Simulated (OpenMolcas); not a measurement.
W4+ in a point-charge field

W4+ among 6 point charges of -1.7 e arranged as a trigonal antiprism (D3d), 2.1 Å from the ion, with a polar angle of 50.4° against the regular 54.74°.

```json
{
 "Program": "OpenMolcas 26.06",
 "Method": "SS-CASPT2, IPEA 0.25 Eh, imaginary shift 0.1 Eh (closed shells correlated: 4f 5s 5p)",
 "Basis": "ANO-RCC-VDZP [7s6p4d2f1g]",
 "Scalar Hamiltonian": "DKH2, point nucleus",
 "Active space": "2 electrons in 5 orbitals (5d)",
 "State averaging": "2S+1 = 3 even, 10 roots; 2S+1 = 1 even, 15 roots",
 "Spin-orbit coupling": "RASSI with atomic mean-field integrals over the reference wave functions"
}
```

The lowest spin-free states (labels of D3, the rotations of D3d), above the lowest:

```csv
State,Degeneracy,E (cm-1),Free-ion L (%)
3A2,1,0,F (83)
3E,2,1670,F (98)
1A1,1,8710,D (83)
1E,2,9060,G (60)
3A1,1,10040,F (100)
3E,2,11490,F (97)
1E,2,13050,D (60)
3A2,1,16110,P (56)
1E,2,20820,D (53)
1A1,1,22360,G (79)
3E,2,22740,P (94)
1A1,1,23890,G (87)
1A2,1,24640,G (100)
3A2,1,25200,F (74)
1E,2,28440,G (96)
1E,2,36250,G (57)
1A1,1,51020,S (79)
```

The lowest levels with spin-orbit coupling:

| E (cm-1) | Degeneracy | Label | 2S+1 | g |
| --- | --- | --- | --- | --- |
| 0 | 2 | E | 3 | 0.00 0.00 0.11 |
| 160 | 1 | A1 | 3 (86 %) |  |
| 960 | 2 | E | 3 | 0.00 0.00 0.87 |
| 6010 | 2 | E | 3 | 0.00 0.00 0.73 |
| 7350 | 1 | A2 | 3 |  |
| 8520 | 1 | A1 | 3 (89 %) |  |
| 10850 | 2 | E | 3 (58 %) | 0.00 0.00 2.90 |
| 10970 | 1 | A1 | 3 (69 %) |  |
| 13790 | 2 | E | 1 (53 %) | 0.00 0.00 1.64 |
| 13950 | 1 | A2 | 3 |  |
| 15980 | 1 | A2 | 3 |  |
| 16530 | 2 | E | 3 (87 %) | 0.00 0.00 3.64 |
| 16760 | 1 | A1 | 3 (63 %) |  |
| 17030 | 2 | E | 3 (64 %) | 0.00 0.00 2.98 |
| 19170 | 2 | E | 3 (67 %) | 0.00 0.00 3.88 |
| 19830 | 1 | A1 | 3 (86 %) |  |
| 22670 | 2 | E | 3 (89 %) | 0.00 0.00 5.05 |
| 23280 | 1 | A1 | 3 (63 %) |  |
| 24200 | 2 | E | 1 (63 %) | 0.00 0.00 2.86 |
| 25590 | 1 | A2 | 3 |  |

Powder χT (cm3 K/mol): 0 at 2 K, 0.00221 at 10 K, 0.00968 at 50 K, 0.0205 at 100 K, 0.0469 at 200 K, 0.0753 at 300 K. The effective moment at 300 K is 2.828 √(χT) = 0.78 μB.

The lowest level has 2S+1 = 3, for which the spin-only value is χT = S(S+1) / 2 = 1.000 cm3 K/mol (g = 2). The computed 0.075 at 300 K differs by -0.925, through orbital momentum, spin-orbit coupling and any other state in reach.

Roots that are degenerate in the reference are averaged as groups; the widest CASPT2 spread within a group is 73 cm-1 (the 2-fold group of multiplicity 3 near 1670 cm-1 above the lowest state of its run). Shifts and gaps below about the spread of the groups concerned are not significant. Spin-orbit coupling mixes the spin-free states strongly: the lowest level takes only 43 % from its leading state, 3E, which lies 1665 cm-1 above the lowest spin-free state. Free-ion shares, where given, are those of the reference states; single-state CASPT2 does not remix them. This is an electrostatic model: the charges have no orbitals. No measured value stands beside these numbers.

With an even number of electrons the g values are those of a degenerate or nearly degenerate non-Kramers pair.
